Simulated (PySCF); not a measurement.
Broadened absorption spectrum of C6H8N2O

Species: C6H8N2O.
Z-matrix (Å and degrees, PBE0-D3(BJ)/def2-SVP geometry), rows numbered from 1:
```
C 
N   1  1.4333
C   2  1.3654  1  123.57
C   3  1.4107  2  120.79  1  -174.42
C   4  1.3859  3  118.35  2  -179.02
C   5  1.3841  4  121.54  3     0.08
N   6  1.3674  5  120.36  4    -0.20
O   7  1.2509  6  120.81  5  -179.92
C   7  1.3682  6  119.12  5    -0.18
H   1  1.1031  2  111.31  3   -60.34
H   1  1.1068  2  113.04  3    60.96
H   1  1.0977  2  109.23  3  -178.68
H   2  1.0089  1  117.94  3  -162.69
H   4  1.0916  3  120.42  2     0.57
H   5  1.0919  4  120.29  3   179.97
H   6  1.0880  5  125.66  4   179.90
H   9  1.0872  3  124.88  2    -1.18
```

The calculation used PySCF, TDDFT B3LYP/def2-SVPD, vertical, gas phase, core orbitals frozen in the response.

Computed states:

| state | E (eV) | f |
| --- | --- | --- |
| S1 | 4.10 | 0.036 |
| S2 | 4.20 | 0.0005 |
| S3 | 4.77 | 0.128 |
| S4 | 4.98 | 0.151 |
| S5 | 5.12 | 0.0031 |
| S6 | 5.43 | 0.0017 |

Each state is given a Gaussian of 0.5 eV full width at half maximum, with ε(max) = 2.175×10⁸ f / Δν̃ (Δν̃ the width in cm⁻¹). The width is an assumption, not a result. The curve ends short of the highest state used, and states not computed would add to its high-energy end.

(1) Give the broadened spectrum and its maxima.

(2) Coming from long wavelengths, where does ε first pass 100 L mol⁻¹ cm⁻¹?

(3) On this curve, what absorbance would a 10⁻⁵ mol/L sample give at 365 nm over a 1 cm path?

Answers

(1) 
```
λ (nm)  ε (L mol⁻¹ cm⁻¹)
 256.7             13116
 258.8             12444
 260.9             11524
 262.9             10486
 265.0              9297
 267.0              8137
 269.1              6951
 271.1              5898
 273.2              4909
 275.2              4099
 277.3              3399
 279.3              2874
 281.4              2464
 283.4              2193
 285.5              2014
 287.5              1924
 289.6              1892
 291.6              1901
 293.7              1934
 295.8              1972
 297.8              2003
 299.9              2018
 301.9              2011
 304.0              1978
 306.0              1921
 308.1              1837
 310.1              1736
 312.2              1614
 314.2              1485
 316.3              1343
 318.3              1205
 320.4              1062
 322.4               931
 324.5               801
 326.5               687
 328.6               579
 330.7               482
 332.7               401
 334.8               328
 336.8               268
 338.9               215
 340.9               173
 343.0               137
 345.0               108
 347.1                84
 349.1                66
 351.2                51
 353.2                39
 355.3                30
 357.3                23
 359.4                17
 361.4                13
 363.5                 9
 365.6                 7
 367.6                 5
 369.7                 4
```

Maxima: 300 nm (4.13 eV), ε about 2000, made up of S1 (95%) (ε in L mol⁻¹ cm⁻¹; maxima over ε = 5, shares over 10%). At its high-energy end, 4.83 eV, the curve is still rising (ε about 13000, from S3 and S4).

(2) At about 346 nm (3.59 eV), 0.52 eV below S1.

(3) 365 nm is 3.397 eV, where ε is about 7.6 L mol⁻¹ cm⁻¹, so A = ε c l ≈ 7.6e-05 (Beer–Lambert, with the gas-phase spectrum and the assumed width).

The run took 1.7 min (grids of density and orbitals included) on one thread, Intel Xeon Platinum 8488C (x86_64), on a shared host, and the process peaked at 1.0 GiB of memory.

One conformer stands for the species.
